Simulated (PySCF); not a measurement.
Isomers of C8H21GeN3, from PBE0-D3(BJ)/def2-SVP geometry optimisation, gas phase in PySCF 2.14.0. One conformer each, no zero-point energy, no frequencies.

Question: Which isomer lies lower at this level?
A. Ge(vinyl)(NMe2)3, `C[N]([Ge]([N](C)C)([CH]=C)[N](C)C)C`: A = 733.5, B = 713.4, C = 630.5 MHz, dipole 0.26 D
B. Ge(vinyl)(NHEt)3 (`C=[CH][Ge]([NH]CC)([NH]CC)[NH]CC`): A = 681.0, B = 585.2, C = 474.4 MHz, dipole 0.99 D

Answer: B. That is Ge(vinyl)(NHEt)3, `[NH]([Ge]([NH]CC)([NH]CC)[CH]=C)CC`, 21.3 kcal/mol below the other.

```csv
SMILES,mapped SMILES,E (Eh),relative (kcal/mol),relative (kJ/mol),dipole (D)
C=[CH][Ge]([NH]CC)([NH]CC)[NH]CC,–,-2557.34463,0.0,0.0,0.99
C=[CH][Ge]([N](C)C)([N](C)C)[N](C)C,–,-2557.31063,21.3,89.3,0.26
```
